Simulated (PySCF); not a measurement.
# 3,3-dimethyl-2-pentanone (SMILES C(CC)(C)(C)C(C)=O)

Geometry:
| atom | x (Å) | y (Å) | z (Å) |
| --- | --- | --- | --- |
| C1 | -1.777 | -1.335 | 0.087 |
| C2 | -1.079 | -0.211 | -0.662 |
| C3 | -0.037 | 0.592 | 0.151 |
| C4 | -0.698 | 1.306 | 1.326 |
| C5 | 0.622 | 1.620 | -0.775 |
| C6 | 1.020 | -0.383 | 0.689 |
| C7 | 1.964 | -1.028 | -0.301 |
| O8 | 1.104 | -0.634 | 1.867 |
| H9 | -1.063 | -2.084 | 0.463 |
| H10 | -2.343 | -0.960 | 0.952 |
| H11 | -2.489 | -1.857 | -0.571 |
| H12 | -0.593 | -0.617 | -1.565 |
| H13 | -1.827 | 0.511 | -1.032 |
| H14 | -1.520 | 1.947 | 0.970 |
| H15 | -1.094 | 0.593 | 2.061 |
| H16 | 0.029 | 1.939 | 1.856 |
| H17 | 1.424 | 2.171 | -0.258 |
| H18 | -0.126 | 2.356 | -1.107 |
| H19 | 1.050 | 1.155 | -1.676 |
| H20 | 1.463 | -1.328 | -1.232 |
| H21 | 2.750 | -0.306 | -0.574 |
| H22 | 2.440 | -1.895 | 0.173 |

Computed with quadratic response CAM-B3LYP/aug-cc-pVDZ first hyperpolarisability, Taylor convention, gas phase (PySCF 2.14.0). Geometry: PBE0-D3(BJ)/def2-SVP.

**Question.** Give the tensor of the second harmonic β(−2ω;ω,ω) at 1907 nm in the axes of these coordinates.

**Answer.** In au, Taylor convention; rows are the first index (the induced dipole):
|  | xx | yy | zz | xy | xz | yz |
| --- | --- | --- | --- | --- | --- | --- |
| x | -17.3 | -12.6 | -4.3 | +1.7 | +18.9 | -1.4 |
| y | +1.7 | -21.8 | -5.0 | -12.6 | -1.4 | +12.5 |
| z | +18.9 | +12.6 | +72.3 | -1.3 | -4.2 | -5.0 |

Norm of βᵢ = ⅓ Σⱼ (βᵢⱼⱼ + βⱼᵢⱼ + βⱼⱼᵢ): 112.1 au, hyper-Rayleigh value 41.7 au.
